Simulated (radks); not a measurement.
Results of a calculation; reference values are marked as such.
Valence configurations of the gold ion Au+ (all share [Xe]). Code: a radial shooting solver on a logarithmic mesh with Libxc functionals. Model: Dirac Kohn-Sham, LDA (Slater exchange, Perdew-Wang correlation), spin-unpolarised, spherical densities, point nucleus; open shells fill j = l - 1/2 first. Energies are relative to 4f14 5d10; eigenvalues in eV.

| valence | E (eV) | e(4f5/2) | e(4f7/2) | e(5d3/2) | e(5d5/2) | e(6p1/2) |
|---|---|---|---|---|---|---|
| 4f14 5d10 | 0.000 | -91.991 | -88.176 | -16.598 | -15.018 | - |
| 4f13 5d10 6p1 | 87.666 | -108.33 | -104.39 | -21.560 | -19.721 | -9.326 |
| 4f14 5d9 6p1 | 8.226 | -96.547 | -92.731 | -20.146 | -18.461 | -9.254 |
| 4f11 5d10 6s2 6p1 | 294.09 | -140.98 | -136.79 | -30.151 | -27.810 | -10.995 |
| 4f13 5d9 6s1 6p1 | 92.276 | -111.92 | -107.98 | -24.108 | -22.178 | -10.054 |
| 4f11 5d10 6s1 6p2 | 301.62 | -142.26 | -138.08 | -31.332 | -28.976 | -11.617 |
| 4f12 5d10 6p2 | 190.46 | -125.53 | -121.47 | -26.870 | -24.767 | -10.791 |
| 4f13.5 5d10 6p0.5 | 42.006 | -100.04 | -96.168 | -19.029 | -17.320 | -8.552 |
| 4f14 5d9 6s1 | 1.956 | -95.195 | -91.380 | -18.896 | -17.230 | - |
| 4f13 5d9 6p2 | 99.177 | -113.21 | -109.27 | -25.284 | -23.338 | -10.690 |

NIST lists [Xe] 4f14 5d10 as the ground configuration; this level of theory agrees among the configurations tried. The energies are those of spherical spin-averaged densities, not of single terms.
